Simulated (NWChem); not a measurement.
System: C4H5F; SMILES C=C/C=C/F

Here is an NWChem input.

```
start job
memory heap 200 mb stack 900 mb global 1100 mb
geometry units angstroms noautosym nocenter noautoz
  C     -0.268389     2.451935     0.000000
  C      0.378164     1.277086     0.000000
  C     -0.276093    -0.021655     0.000000
  C      0.403516    -1.171580     0.000000
  F     -0.214384    -2.366373     0.000000
  H     -1.354577     2.506001     0.000000
  H      0.267724     3.395770     0.000000
  H      1.468474     1.271879     0.000000
  H     -1.363441    -0.058783     0.000000
  H      1.486201    -1.265385     0.000000
end
basis spherical
  * library 6-31g*
end
dft
  xc b3lyp
  iterations 150
end
cosmo
  do_cosmo_smd true
  solvent toluene
end
task dft energy
```

The geometry was optimised at B3LYP/6-31G* (spherical d). Solvent: toluene.

Level: B3LYP/6-31G* with SMD (1 M gas to 1 M solution), gas-phase geometry.

Problem. Predict the main results of this run. (B3LYP/6-31G* (spherical d), SMD on the gas-phase geometry.) Quantities: solvation free energy (kcal/mol); cavity-dispersion-structure term (kcal/mol); dipole in solution (D).

Solution. 
- solvation free energy (kcal/mol): -2.6
- cavity-dispersion-structure term (kcal/mol): -0.6
- dipole in solution (D): 1.21
